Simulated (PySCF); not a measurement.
One of the candidates below gave these computed data.

All candidates are C3H10F2OSi2.

- Dipole: 1.99 D [PBE0/pcSseg-1]
- 13C NMR: chemical shifts (computed TMS as zero) by class: 81.0 (1 C), 0.0 (2 C) ppm [GIAO PBE0/pcSseg-1]
- NMR, other nuclei: isotropic shieldings of nuclei other than C and H, by class: 255 (1 O), 336 (1 F), 482 (1 F), 344 (1 Si), 381 (1 Si) ppm [GIAO PBE0/pcSseg-1]
- Rotational structure: rotational constants A, B, C: 2.007, 0.751, 0.698 GHz [GFN2-xTB]
- 1H NMR: chemical shifts (computed TMS as zero) by class: 4.89 (2 H), 4.78 (2 H), 0.39 (6 H) ppm [GIAO PBE0/pcSseg-1]

The electronic properties come from PySCF, for the isolated species, density fitting. Levels stand in brackets. Isolated species at its GFN2-xTB geometry (one conformer only). Each NMR value is the plain mean over a class of atoms that symmetry, rotation or inversion makes alike.

Task: Which candidate is it?
A. `C[SiH2]O[Si@H](C)C(F)F`
B. `C[Si](C)(CF)O[SiH2]F`
C. `FC(F)O[C@H]([SiH3])C[SiH3]`

Result: B. It is `C[Si](C)(CF)O[SiH2]F`. Numbering: `[CH3:1][Si:2]([CH3:3])([CH2:4][F:5])[O:6][SiH2:7][F:8]`. Its formula, C3H10F2OSi2, gives 0 degrees of unsaturation, so no ring and no π bond. 3 carbons fall into 2 classes; from least to most shielded: sp3 C–F carbon [C4] (81.0 ppm), Si-methyl carbon [C1/C3] (0.0 ppm, 2 C). Hydrogen classes from least to most shielded: 2 H on a fluorine-bound silicon, Si7 (4.89 ppm), 2 H on an sp3 C–F carbon, C4 (4.78 ppm), 6 H on 2 Si-methyl carbons, C1/C3 (0.39 ppm). The other shieldings belong to: 255 ppm, siloxane oxygen [O6]; 336 ppm, silicon-bound fluorine [F8]; 482 ppm, alkyl fluorine [F5]; 344 ppm, oxygen-bound silicon [Si2]; 381 ppm, fluorine-bound silicon [Si7]. The optimised geometry has point group C1 and is an asymmetric top.

The others, at the same levels:
- `FC(F)O[C@H]([SiH3])C[SiH3]` fails: it has 3 carbon classes against 2; its computed 13C shifts are 126.4 (1 C), 73.5 (1 C), 17.9 (1 C) ppm, 1H shifts are 6.26 (1 H), 4.02 (3 H), 3.93 (3 H), 3.60 (1 H), 1.53 (1 H), 1.05 (1 H) ppm and rotational constant A is 1.397 GHz (against 2.007 GHz).
- `C[SiH2]O[Si@H](C)C(F)F` fails: it has 3 carbon classes against 2; its computed 13C shifts are 127.5 (1 C), 0.2 (1 C), -2.2 (1 C) ppm, 1H shifts are 6.14 (1 H), 5.31 (1 H), 5.24 (1 H), 5.02 (1 H), 0.40 (3 H), 0.30 (3 H) ppm and rotational constant A is 1.801 GHz (against 2.007 GHz).

Each candidate is one conformer, not necessarily the lowest. The conformers computed, where there is a choice (atom-mapped SMILES and torsion angles):
- `[CH3:1][Si:2]([CH3:3])([CH2:4][F:5])[O:6][SiH2:7][F:8]`: C1–Si2–C4–F5 -65°, C1–Si2–O6–Si7 -25°, Si2–O6–Si7–F8 -23°
- `[F:1][CH:2]([F:3])[O:4][C@H:5]([SiH3:6])[CH2:7][SiH3:8]`: F1–C2–O4–C5 -164°, C2–O4–C5–Si6 -94°, O4–C5–C7–Si8 -45°
- `[CH3:1][SiH2:2][O:3][Si@H:4]([CH3:5])[CH:6]([F:7])[F:8]`: C1–Si2–O3–Si4 -52°, Si2–O3–Si4–C5 152°, O3–Si4–C6–F7 -60°
